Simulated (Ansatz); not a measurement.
Task: Predict a relaxed structure of [InF6]3- (InF6³⁻), charge -3, singlet, at PBE-D4/def2-SVPD (Ansatz).

Result: 
```xyz
7

In    0.000    0.000    0.000
F    -0.587   -2.054   -0.534
F     0.587    2.054    0.534
F     1.848   -0.223   -1.176
F    -1.848    0.223    1.176
F     1.043   -0.762    1.783
F    -1.043    0.762   -1.784
```
Point group Oh (tolerance 0.1 Å). This is one stationary point.

In the def2 sets In takes a core potential; there is no spin–orbit coupling. A multiply charged anion in the gas phase is held together partly by the finite basis. The highest occupied level of the charge -3 singlet lies above zero (up to 6.08 eV). The electron is either unbound and held by the finite basis, or the level is raised by self-interaction error.
